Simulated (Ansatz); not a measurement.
Born–Oppenheimer molecular dynamics of C$_{3}$H$_{6}$OSi (11 atoms, charge 0, multiplicity 1). It starts at the highest image of a converged band, a first-order saddle point between two minima.

These are results of UKS PBE-D4/6-31G* in Ansatz 0.2.0, not measurements.

```
ensemble                      : NVE (velocity Verlet)
time step                     : 0.5 fs
steps asked                   : 200
starting velocities drawn for : 300 K
seed                          : 8588
```

First frame:

```xyz
11
Properties=species:S:1:pos:R:3
C -1.493 0.737 2.446
C -0.717 0.183 1.579
Si 0.486 -0.785 0.525
C 0.659 0.112 -1.158
O -0.576 0.148 -1.887
H -1.320 1.146 1.156
H 1.789 -0.850 1.268
H -0.060 -2.163 0.328
H 1.111 1.120 -1.036
H 1.361 -0.467 -1.784
H -1.175 0.762 -1.416
```

Q: How far do the bonds stretch over the last three quarters of this one trajectory? (Pairs bonded in most of those frames.)

A: 
| bond | mean (Å) | spread (Å) | shortest | longest |
| --- | --- | --- | --- | --- |
| C1–C2 | 1.296 | 0.017 | 1.26 | 1.32 |
| C2–Si3 | 1.877 | 0.028 | 1.83 | 1.93 |
| C2–H6 | 1.174 | 0.052 | 1.10 | 1.28 |
| Si3–C4 | 1.926 | 0.024 | 1.90 | 1.97 |
| Si3–H7 | 1.502 | 0.005 | 1.49 | 1.51 |
| Si3–H8 | 1.502 | 0.030 | 1.46 | 1.54 |
| C4–O5 | 1.440 | 0.008 | 1.42 | 1.45 |
| C4–H9 | 1.110 | 0.023 | 1.07 | 1.15 |
| C4–H10 | 1.109 | 0.028 | 1.06 | 1.15 |
| O5–H11 | 0.981 | 0.026 | 0.94 | 1.02 |

Mean temperature of the second half: 188 K. The conserved energy stayed within 0.18 meV per atom of its start (net change 0.063 meV per atom), so the integration is sound. A run of 0.1 ps of so small a system gives no equilibrium averages. The orbitals stay closed-shell, which can raise the energy where a bond breaks towards radicals; this wasn't checked here.

Time of the run: 8 min on 2 threads of Arm Neoverse V2 (shared host), peak memory 0.15 GiB.
